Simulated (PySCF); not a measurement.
Computed shifts of a molecule C3H8OSi2, PBE0/pcSseg-1 (PySCF), GIAO, gas phase, atoms alike by connectivity averaged where their shifts nearly agree, in ppm (number of nuclei): ²⁹Si: 12.1 (1), -78.4 (1). ¹³C: 165.4 (1), 135.4 (1), 31.1 (1). ¹H: 7.42 (1), 6.64 (1), 5.59 (1), 4.24 (2), 2.20 (1), 2.06 (1), 0.91 (1). References: ¹⁷O against H2O (σ = 334.2 ppm); ²⁹Si against TMS (σ = 352.7 ppm); ¹³C against TMS (σ = 186.3 ppm); ¹H against TMS (σ = 31.56 ppm), references at their B3LYP-D3(BJ)/def2-TZVP geometries, non-relativistic. The structure is a stationary point at B3LYP-D3(BJ)/def2-SVP. Other conformers were not sampled.

Pick the molecule that these values belong to.
A. O=C[C@@H]1C[SiH2][SiH2]1
B. CC1=C([SiH3])[SiH2]O1
C. O[Si@@H]1CC=C[SiH2]1
D. [SiH3][C@@H]1C=C[SiH2]O1

C, O[Si@@H]1CC=C[SiH2]1
